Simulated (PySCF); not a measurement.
Input of a run (PBE0-D3(BJ)/def2-SVP geometry optimisation, gas phase (PySCF 2.14.0)), started from GFN2-xTB:
```
{"job": {"xc": "PBE0", "basis": "def2-SVP", "d3": "d3bj", "grid": 1, "maxiter": 30, "shake": 0.01, "kind": "geom"}, "charge": 0, "multiplicity": 1}
C     -0.353490    -1.363240     0.522520
B     -0.007540     0.092770    -0.019500
P     -1.165400     0.985280    -1.219960
As     1.743160     1.002760     0.539410
H     -1.317030    -1.744920     0.127750
H     -0.448280    -1.312350     1.606810
H      0.420040    -2.065310     0.289790
H     -1.019320     2.275840    -0.697470
H     -2.376750     0.729640    -0.613740
H      2.584450    -0.188720     0.260570
H      1.978270     1.562410    -0.811830
```

Output (energies in Eh, forces in Eh/bohr):
```
step   0  E = -2643.47755487  max force = 0.023190
step   1  E = -2643.48165946  max force = 0.008170
step   2  E = -2643.48224304  max force = 0.001396
step   3  E = -2643.48231930  max force = 0.000714
step   4  E = -2643.48236591  max force = 0.000659
step   5  E = -2643.48237388  max force = 0.000392
optimisation converged
```

Question: Summarise the run.

Answer: The energy falls by 3.0 kcal/mol over 6 energy and gradient evaluations, the largest force component goes from 0.0232 to 3.9e-04 Eh/bohr, and the atoms move by 0.089 Å rms after alignment. The bond that changes most is P3–H9 (three-coordinate phosphorus to P–H hydrogen), which lengthens by 0.045 Å. Bonds longer at the end by more than 0.005 Å: 6 of 10; shorter: 3. Among the angles that change most is B2–P3–H8, from 97.7° to 102.9°. The energy never rose by more than 1e-6 Eh on the way. The first step brought 85 % of the lowering.

Question: What are the final bond lengths?

Answer: C1–B2 1.569 Å, B2–P3 1.890 Å, B2–As4 2.026 Å, C1–H5 1.100 Å, C1–H6 1.106 Å, C1–H7 1.102 Å, P3–H8 1.422 Å, P3–H9 1.423 Å, As4–H10 1.521 Å, As4–H11 1.520 Å. Numbering counts from 1 in the input's order; the species is `PB(C)[AsH2]`.

The run used 113 basis functions and 39 SCF cycles in all. The run took 29 s wall on one thread of an Arm Neoverse V1, on a shared host, and the process peaked at 0.46 GiB of memory.

Stationary, but not proved a minimum. The numbers are those of one conformer.

Conformer computed: `[CH3:1][B:2]([PH2:3])[AsH2:4]`: H–P3–B2–C1 147°, H–P3–B2–C1 45°, H–As4–B2–C1 51°, H–As4–B2–C1 147°.
